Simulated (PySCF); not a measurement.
**Two-component Hartree-Fock for Ho(64+) (holmium, charge +64)**

Start: [He] 2s1; 2s1/2 filled at m_j = +1/2. Calculated with PySCF 2.14 in an even-tempered Gaussian basis (17 s from 48 bohr⁻², ratio 2.4; 13 p from 62 bohr⁻², ratio 2.4; 5 d from 190 bohr⁻², ratio 2.6; 4 f from 290 bohr⁻², ratio 2.6): generalised Hartree-Fock with the X2C-1e Hamiltonian and a Gaussian nucleus; one run each with spin-orbit coupling (SO) switched off, then screened by Boettger's factors.

```json
{"spinor shell": "1s1/2", "electrons": "2", "ε, spin-free (eV)": "-63515.5", "ε, screened SO (eV)": "-63515.5", "weight of nominal j (screened SO)": "1.000", "rms radius, screened SO (bohr)": "0.0234"}
{"spinor shell": "2s1/2", "electrons": "1", "ε, spin-free (eV)": "-15764.3", "ε, screened SO (eV)": "-15764.3", "weight of nominal j (screened SO)": "1.000", "rms radius, screened SO (bohr)": "0.0903"}
```

| quantity | spin-free | screened SO |
| --- | --- | --- |
| E (hartree) | -5325.20673 | -5325.20673 |
| M_J | 1/2 | 1/2 |
| ⟨J²⟩ | 0.750 | 0.750 |
| ⟨L²⟩ | 0.000 | 0.000 |
| ⟨S²⟩ | 0.750 | 0.750 |

Each row is a mean over spinors that exchange with the open shell spreads, by up to 56.271 eV (1s1/2).

Breit and QED terms are absent; they matter most for the inner s and p1/2 levels.

Densities and radii are taken from the X2C orbitals without a picture-change correction, which distorts them close to the nucleus.

Without spin-orbit coupling the j labels of p, d and f shells carry no meaning; the spin-free column gives the mean over the occupied spinors of each nl shell.
